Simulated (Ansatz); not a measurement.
Cost and result for the atomization energy of `O[SiH]1[CH2][SnH2]1` (10 atoms, 10 bonds).

Cartesian coordinates in Å:
```
O -1.100 2.004 0.328
Si -0.425 0.780 -0.529
C 1.177 0.137 0.068
Sn -0.311 -1.567 0.274
H -2.048 2.134 0.253
H -0.581 0.939 -1.997
H 1.501 0.451 1.058
H 2.007 0.036 -0.627
H 0.099 -2.877 -0.736
H -0.317 -2.037 1.909
```

Charge 0, multiplicity 1. Correlated methods include outer-core shells of Sn, which these sets cover unevenly. Sn: def2 effective core potential. Geometry: relaxed with PBE0-D4/def2-TZVP. It is one conformer, not always the lowest. Program: Ansatz. All runs use 4 threads of an Arm Neoverse V1 on a shared host. Times are those of one run each, without the atoms' runs, and a repeat can differ threefold. Electronic energies, without spin–orbit coupling; frozen cores. CCSD(T)/CBS adds CCSD(T) − MP2 in def2-TZVPP to the MP2 limit, and its time is that of the two runs behind it. T1 = 0.014. With those shells the extrapolation isn't a true limit. B3LYP takes the VWN-RPA correlation (the form of Gaussian; ORCA's B3LYP/G).

CCSD(T)/CBS is a level of theory with its own doubt, some kJ/mol a heavy atom from the limit and from the frozen cores, so smaller differences don't rank the functionals.

```
                             level  functions  wall time
   PBE-D4/def2-TZVPP (with forces)        238      2.5 s
                PBE0-D4/def2-TZVPP        238      2.9 s
 B3LYP-D4/def2-TZVPP (with forces)        238      4.4 s
r2SCAN-D4/def2-TZVPP (with forces)        238      4.8 s
                 B2PLYP/def2-TZVPP        238      5.5 s
                ωB97X-V/def2-TZVPP        238        8 s
  ωB97M-V/def2-TZVPP (with forces)        238       11 s
                    MP2/def2-QZVPP        446       21 s
                CCSD(T)/def2-TZVPP        238    2.6 min
                 CCSD(T)/CBS(def2)          –    2.9 min
```

Problem. What atomization energy does each give, and how far from CCSD(T)/CBS? (Best estimate.)

Solution. The calculation gave: 
| level | atomization (kcal/mol) | difference from CCSD(T)/CBS | per bond |
| --- | --- | --- | --- |
| PBE-D4/def2-TZVPP (with forces) | 769.9 | 0.6 | 0.1 |
| PBE0-D4/def2-TZVPP | 758.0 | -11.3 | -1.1 |
| B3LYP-D4/def2-TZVPP (with forces) | 758.9 | -10.4 | -1.0 |
| r2SCAN-D4/def2-TZVPP (with forces) | 765.5 | -3.8 | -0.4 |
| B2PLYP/def2-TZVPP | 750.9 | -18.4 | -1.8 |
| ωB97X-V/def2-TZVPP | 767.2 | -2.1 | -0.2 |
| ωB97M-V/def2-TZVPP (with forces) | 763.7 | -5.6 | -0.6 |
| MP2/def2-QZVPP | 764.5 | -4.8 | -0.5 |
| CCSD(T)/def2-TZVPP | 746.0 | -23.3 | -2.3 |
| CCSD(T)/CBS(def2) | 769.3 | 0.0 | 0.0 |

From PBE to PBE0 (25 % exact exchange), in def2-TZVPP and without D4, the atomization energy moves by −11.1 kcal/mol: exact exchange takes away binding that semilocal exchange gives to molecules. In def2-TZVPP, CCSD(T) changes the Hartree–Fock value by +209.2 kcal/mol (the triples alone add +12.7 kcal/mol) and MP2 by +213.8 kcal/mol; breaking electron pairs costs correlation energy, which Hartree–Fock lacks. The D4 term adds +8.6 kcal/mol with B3LYP and +4.5 kcal/mol with PBE0; it sums over pairs of atoms, weighted by their polarisabilities, and B3LYP, whose exchange is more repulsive, gets the larger term.

Spin–orbit coupling would lower the free Sn atoms strongly, and the atomization energy with them, by more than many differences here. For some Ge, Se and Sn compounds the MP2-based and the directly extrapolated limit differ by 10 to 25 kJ/mol.
